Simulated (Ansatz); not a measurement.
One change: `OP[SiH2][GaH2]` becomes `P[SiH2][GaH2]`.

Ansatz, PBE0-D4/def2-TZVP geometries, multiplicity 1. Each molecule was computed in one conformer, which needn't be the lowest.

Scalar relativity is left out up to krypton.

```csv
property,`OP[SiH2][GaH2]`
HOMO–LUMO gap (ωB97M-V/def2-TZVPP) / eV,8.90
size of the dipole moment (B3LYP/def2-TZVPP) / D,1.61
HOMO–LUMO gap (PBE/def2-TZVPP) / eV,3.33
HOMO energy (ωB97M-V/def2-TZVPP) / eV,-8.71
zero-point energy (PBE0-D4/def2-TZVP) / kJ/mol,145.7
HOMO energy (PBE0/def2-TZVPP) / eV,-6.76
```

Problem. Give the same properties after the change, and the shifts. (Estimate.)

Solution. Computed: 
| property | `P[SiH2][GaH2]` | shift |
| --- | --- | --- |
| HOMO–LUMO gap (ωB97M-V/def2-TZVPP) / eV | 8.96 | 0.06 |
| size of the dipole moment (B3LYP/def2-TZVPP) / D | 0.64 | -0.97 |
| HOMO–LUMO gap (PBE/def2-TZVPP) / eV | 3.42 | 0.09 |
| HOMO energy (ωB97M-V/def2-TZVPP) / eV | -9.48 | -0.77 |
| zero-point energy (PBE0-D4/def2-TZVP) / kJ/mol | 125.2 | -20.5 |
| HOMO energy (PBE0/def2-TZVPP) / eV | -7.49 | -0.73 |

With PBE0 the HOMO falls by 0.73 eV and the LUMO falls by 0.66 eV, so the gap widens by about 0.07 eV. PBE moves the HOMO by -0.68 eV and ωB97M-V by -0.77 eV. The zero-point energy changes by -20.5 kJ/mol with -3 modes. Dipoles are sizes alone; their direction can turn.

B3LYP here is the variant with VWN-RPA as its local correlation; programs differ in this.
